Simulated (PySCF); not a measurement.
# The second ionisation energy along group 15

Calculated with PySCF 2.14 from differences of total energies of unrestricted determinants, without spin-orbit coupling. Values in eV. The last column holds reference values (NIST; (s) semi-empirical, (t) theoretical, else measured). Unmarked ones compare directly (S terms, centres of terms, or small fine structure); those marked * lie between the lowest fine-structure levels and include a spin-orbit shift.

| element | configurations | UHF | MP2 (valence) | SCS-MP2 (valence) | CCSD (valence) | CCSD(T) (valence) | reference |
| --- | --- | --- | --- | --- | --- | --- | --- |
| N (def2-SVP, non-relativistic) | [He] 2s2 2p2 → [He] 2s2 2p1 | 29.358 | 29.563 | 29.453 | 29.354 | 29.360 | 29.601 (s) * |
| P (def2-SVP, non-relativistic) | [Ne] 3s2 3p2 → [Ne] 3s2 3p1 | 19.190 | 19.471 | 19.393 | 19.486 | 19.494 | 19.769 (s) * |
| As (def2-SVP, non-relativistic) | [Ar] 3d10 4s2 4p2 → [Ar] 3d10 4s2 4p1 | 18.007 | 18.267 | 18.200 | 18.290 | 18.298 | 18.589 * |
| Sb (def2-SVP with the def2 core potential (28 electrons), ECP) | [Kr] 4d10 5s2 5p2 → [Kr] 4d10 5s2 5p1 | 15.995 | 16.213 | 16.160 | 16.241 | 16.246 | 16.626 ± 0.025 * |

"Valence" correlates the outer s and p shells and, in groups 3 to 12 and the f block, the outer d or f shell, open or full, or the next shell where the ion has no valence electron left; the wider scheme adds the next inner shell.
